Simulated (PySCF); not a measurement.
C₄H₆BFO, SMILES O=C1CCCB1F. The structure is a stationary point at PBE-D3(BJ)/def2-SVP. This is a generated structure with no PubChem entry under its InChIKey; it may be hypothetical. The values are those of a single conformer.

Computed equilibrium geometry at PBE-D3(BJ)/def2-SVP (PySCF confirms it by a frequency run) as Cartesian coordinates in Å (one conformer of several):
```xyz
13

O      1.9776     0.8970    -0.1070
C      0.9586     0.2219    -0.0694
C      0.8830    -1.2901     0.1866
C     -0.5402    -1.5627     0.7233
C     -1.4936    -0.5650     0.0085
B     -0.5920     0.6915    -0.2395
F     -0.9792     1.9226    -0.5542
H      1.7115    -1.6475     0.8306
H      1.0166    -1.7816    -0.8065
H     -0.8444    -2.6205     0.5937
H     -0.5607    -1.3630     1.8158
H     -1.7556    -0.9522    -1.0080
H     -2.4614    -0.3959     0.5218
```
